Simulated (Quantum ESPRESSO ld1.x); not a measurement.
The iron ion Fe10+, 16 electrons, occupied as [Ne] 3s2 3p4. All-electron calculation, Dirac Kohn-Sham, PBEsol, spin-unpolarised, spherical densities, point nucleus; open shells fill j = l - 1/2 first. Program: ld1.x of Quantum ESPRESSO 7.5.

Unscreened Slater integrals over Kohn-Sham orbitals (eV). Large and small components are both included. Empty in this configuration: 3d3/2.

integral          value
F0(3p3/2,3p3/2)  33.525
F2(3p3/2,3p3/2)  17.033
F0(3p3/2,3p1/2)  33.651
G2(3p3/2,3p1/2)  17.079
F0(3p3/2,3s1/2)  33.612
G1(3p3/2,3s1/2)  22.308
F0(3p3/2,2p3/2)  44.820
F2(3p3/2,2p3/2)  10.113
G0(3p3/2,2p3/2)  4.0649
G2(3p3/2,2p3/2)  4.3170
F0(3p3/2,3d3/2)  34.142
F2(3p3/2,3d3/2)  16.812
G1(3p3/2,3d3/2)  19.496
G3(3p3/2,3d3/2)  12.556
F0(3p1/2,3p1/2)  33.779
F0(3p1/2,3s1/2)  33.737
G1(3p1/2,3s1/2)  22.342
F0(3p1/2,2p3/2)  45.119
G2(3p1/2,2p3/2)  4.3083
F0(3p1/2,3d3/2)  34.284
G1(3p1/2,3d3/2)  19.701
F0(3s1/2,3s1/2)  33.744
F0(3s1/2,2p3/2)  44.433
G1(3s1/2,2p3/2)  4.1208
F0(3s1/2,3d3/2)  34.274
G2(3s1/2,3d3/2)  15.150
F0(2p3/2,2p3/2)  105.58
F2(2p3/2,2p3/2)  49.809
F0(2p3/2,3d3/2)  45.896
F2(2p3/2,3d3/2)  11.462
G1(2p3/2,3d3/2)  9.5150
G3(2p3/2,3d3/2)  5.4361
F0(3d3/2,3d3/2)  35.297
F2(3d3/2,3d3/2)  17.834
